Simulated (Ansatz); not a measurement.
`[CH3][Sn][F]` + H₂O → `[OH][Sn][F]` + CH₄ at 500 K and 1 bar (formal hydrolysis of the Sn–C bond).

Calculated with Ansatz (gas phase, PBE0-D4/def2-TZVP geometries, no zero-point term in ΔE). CCSD(T)/CBS is the MP2 limit (def2-TZVPP, def2-QZVPP) plus CCSD(T) − MP2 in def2-TZVPP, frozen cores. This one scheme is used for every species. def2 core potentials past Kr. For Sn outer-core shells are correlated without core-valence functions, which leaves a few kJ/mol of doubt a bond. Each species was taken in one conformer, which may not be the lowest.

| species | CCSD(T)/CBS energy (Eh) | H − E (kJ/mol) | S (J/(mol·K)) |
| --- | --- | --- | --- |
| `[CH3][Sn][F]` | -353.71142 | 126.2 | 354.6 |
| H₂O | -76.37941 | 73.2 | 206.3 |
| `[OH][Sn][F]` | -389.66871 | 64.5 | 325.7 |
| CH₄ | -40.46206 | 135.6 | 206.8 |

H − E and S are ideal-gas, rigid-rotor, harmonic terms from PBE0-D4/def2-TZVP, for one conformer and one mirror image of each species. 1 Eh = 2625.50 kJ/mol, R = 8.31446 J/(mol·K).

Task: By hand: ΔE, ΔH, ΔS and ΔG.

Result: ΔE = (-389.66871) + (-40.46206) − (-353.71142) − (-76.37941) = -0.03994 Eh = -104.9 kJ/mol. Δ(H − E) = 64.5 + 135.6 − 126.2 − 73.2 = 0.7, so ΔH = -104.2 kJ/mol. ΔS = 325.7 + 206.8 − 354.6 − 206.3 = -28.4 J/(mol·K). ΔG = -104.2 − 500 × (-28.4)/1000 = -90.0 kJ/mol.

Task: By hand: the equilibrium constant, and the temperature at which ΔG would vanish if ΔH and ΔS stayed fixed.

Result: log₁₀ K = −ΔG/(RT ln 10) = 9.4. ΔG = 0 at ΔH/ΔS = 3669 K, far beyond where these terms or the molecules hold.

ΔH outweighs TΔS. A doubt of 5 kJ/mol in ΔE shifts log₁₀ K by 0.5 here. Other conformers and mirror images would add mixing entropy, several J/(mol·K) or more a flexible species. Modes under 60 cm⁻¹, often nearly free rotors, make the harmonic entropy too high. These are equilibria of isolated gas molecules and say nothing of rates. Largest T1 diagnostic: 0.018 (customary marks: 0.02 for closed shells, 0.045 for open ones).
